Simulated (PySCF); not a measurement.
Cl3Ti (SMILES [Cl][Ti+]([Cl])[Cl]), charge +1, singlet, at a GFN2-xTB geometry (such geometries of metal compounds can be far from the true shape) (the multiplicity is a formal guess); CAMB3LYP/STO-3G run with PySCF.

Here is a job for PySCF.
```python
from pyscf import gto, scf, dft

mol = gto.Mole()
mol.atom = '''
    Ti    0.109145    0.562958    0.360363
    Cl    1.801908   -0.380749   -0.500030
    Cl   -0.787076   -1.073990    1.367088
    Cl   -1.156078    0.726205   -1.333409
'''
mol.basis = 'sto-3g'
mol.charge = 1
mol.spin = 0
mol.verbose = 4
mol.build()

mf = dft.RKS(mol)
mf.xc = 'camb3lyp'
mf.grids.atom_grid = (99, 590)
mf.grids.prune = None
mf.kernel()
```

Q: What does PySCF print? Leave out banner, timings and long lists.

A: 
```
PySCF version 2.14.0

[INPUT] verbose = 4
[INPUT] num. atoms = 4
[INPUT] num. electrons = 72
[INPUT] charge = 1
[INPUT] spin (= nelec alpha-beta = 2S) = 0
[INPUT] symmetry False subgroup None
[INPUT] Mole.unit = angstrom
[INPUT] Symbol           X                Y                Z      unit          X                Y                Z       unit  Magmom
[INPUT]  1 Ti     0.109145000000   0.562958000000   0.360363000000 AA    0.206254157866   1.063836439633   0.680987375427 Bohr   0.0
[INPUT]  2 Cl     1.801908000000  -0.380749000000  -0.500030000000 AA    3.405112621663  -0.719511332202  -0.944919754066 Bohr   0.0
[INPUT]  3 Cl    -0.787076000000  -1.073990000000   1.367088000000 AA   -1.487358079218  -2.029546960522   2.583421908179 Bohr   0.0
[INPUT]  4 Cl    -1.156078000000   0.726205000000  -1.333409000000 AA   -2.184670798635   1.372328560290  -2.519777822030 Bohr   0.0

nuclear repulsion = 420.463446869751
number of shells = 23
number of NR pGTOs = 135
number of NR cGTOs = 45
basis = sto-3g
ecp = {}

******** <class 'pyscf.dft.rks.RKS'> ********
method = RKS
initial guess = minao
damping factor = 0
level_shift factor = 0
DIIS = <class 'pyscf.scf.diis.CDIIS'>
diis_start_cycle = 1
diis_space = 8
diis_damp = 0
SCF conv_tol = 1e-09
SCF conv_tol_grad = None
SCF max_cycles = 50
direct_scf = True
direct_scf_tol = 1e-13
XC library pyscf.dft.libxc version 7.1.2
    S. Lehtola, C. Steigemann, M. J. T. Oliveira, and M. A. L. Marques,  SoftwareX 7, 1–5 (2018)
XC functionals = camb3lyp
    T. Yanai, D. P. Tew, and N. C. Handy,  Chem. Phys. Lett. 393, 51 (2004)
radial grids:
    Treutler-Ahlrichs [JCP 102, 346 (1995); DOI:10.1063/1.469408] (M4) radial grids

becke partition: Becke, JCP 88, 2547 (1988); DOI:10.1063/1.454033
pruning grids: None
grids dens level: 3
symmetrized grids: False
atomic radii adjust function: <function treutler_atomic_radii_adjust>
User specified grid scheme (99, 590)
small_rho_cutoff = 0
Set gradient conv threshold to 3.16228e-05
Initial guess from minao.
tot grids = 233640
init E= -2205.0263990379
  HOMO = -0.54747538762762  LUMO = -0.170398887255404  gap/eV = 10.26077
cycle= 1 E= -2205.94184937572  delta_E= -0.915  |g|= 0.743  |ddm|= 2.93
  HOMO = -0.503700612433353  LUMO = -0.501443571818461  gap/eV = 0.06142
cycle= 2 E= -2203.70383206304  delta_E= 2.24  |g|= 3.15  |ddm|= 4.24
  HOMO = -0.541337254180355  LUMO = -0.319230651949326  gap/eV = 6.04383
cycle= 3 E= -2206.20659718782  delta_E= -2.5  |g|= 0.263  |ddm|= 2.71
  HOMO = -0.550274942989695  LUMO = -0.274852468141554  gap/eV = 7.49463
cycle= 4 E= -2206.22967124196  delta_E= -0.0231  |g|= 0.0193  |ddm|= 0.326
  HOMO = -0.551261935743215  LUMO = -0.27143037011339  gap/eV = 7.61460
cycle= 5 E= -2206.22981936503  delta_E= -0.000148  |g|= 0.00328  |ddm|= 0.0296
  HOMO = -0.551134832890064  LUMO = -0.270901422174588  gap/eV = 7.62554
cycle= 6 E= -2206.22982588227  delta_E= -6.52e-06  |g|= 0.000997  |ddm|= 0.00987
  HOMO = -0.551055026306928  LUMO = -0.271064013595879  gap/eV = 7.61894
cycle= 7 E= -2206.22982642407  delta_E= -5.42e-07  |g|= 0.000133  |ddm|= 0.00245
  HOMO = -0.551064221936379  LUMO = -0.271041518956823  gap/eV = 7.61981
cycle= 8 E= -2206.22982643386  delta_E= -9.79e-09  |g|= 9.11e-06  |ddm|= 0.000319
  HOMO = -0.551065069301195  LUMO = -0.271039687613812  gap/eV = 7.61988
cycle= 9 E= -2206.22982643397  delta_E= -1.08e-10  |g|= 2.11e-06  |ddm|= 4.46e-05
  HOMO = -0.551065020935803  LUMO = -0.271040340774086  gap/eV = 7.61986
Extra cycle  E= -2206.22982643397  delta_E= -2.73e-12  |g|= 2.93e-06  |ddm|= 8.14e-06
converged SCF energy = -2206.22982643397
```
